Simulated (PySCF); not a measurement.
Excitation energy of V⁺ by level of theory

V⁺ [Ar] 3d4 (5D) → V⁺ [Ar] 3d3 4s1 (5F), as a difference of total energies. Calculation: PySCF 2.14, in ANO-RCC-VTZP (6s5p3d2f1g, 59 functions); the spin-free X2C one-electron Hamiltonian (Gaussian nucleus). Correlated levels: valence and next inner shell: [Ne] frozen. The calculations carry no spin-orbit coupling.

```csv
method,excitation energy (eV)
UHF,-0.428
MP2 (valence and next inner shell),0.480
SCS-MP2 (valence and next inner shell),0.112
CCSD (valence and next inner shell),0.216
CCSD(T) (valence and next inner shell),0.243
```

Problem. How much does correlation contribute at CCSD(T) (valence and next inner shell)?

Solution. 0.243 − (-0.428) = 0.671 eV, measured against UHF.

Errors of the correlated levels include the incompleteness of this basis and the frozen core.

The basis was made for the ground configuration and has no added diffuse functions, so the excitation energy can come out too high.

For comparison: 0.337 eV (measured; NIST levels, between the centres of gravity of the two terms).
